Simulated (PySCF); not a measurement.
Sn(Br)(NH2) (BrH2NSn), SMILES [NH2][Sn][Br] (connectivity only; charge and spin as stated), neutral, multiplicity 1.

Coordinates come from a B3LYP-D3(BJ)/def2-SVP optimisation. The def2 effective core potentials stand for the cores of Sn; spin–orbit coupling is left out. The values are those of a single conformer.

Computed with PySCF with B3LYP-D3(BJ)/def2-SVP.

Frequencies are harmonic and unscaled.

Computed harmonic wavenumbers and intensities:
```tsv
mode	ν (cm⁻¹)	IR (km/mol)	Raman (Å⁴/amu)	depolarisation	moving atoms (share of kinetic energy)
1	141	0.8	3.9	0.70	N 56 %, H 22 %, Br 13 %, Sn 9 %
2	227	29.7	8.3	0.37	Br 59 %, Sn 40 %
3	370	171.2	3.7	0.75	H 84 %, N 16 %
4	456	41.2	2.4	0.75	H 96 %
5	595	54.1	23.8	0.34	N 68 %, H 21 %, Sn 10 %
6	630	26.9	3.4	0.26	H 74 %, N 23 %
7	1490	17.0	4.4	0.69	H 90 %, N 10 %
8	3526	21.9	233.2	0.17	H 96 %
9	3643	23.3	100.7	0.71	H 91 %, N 9 %
```
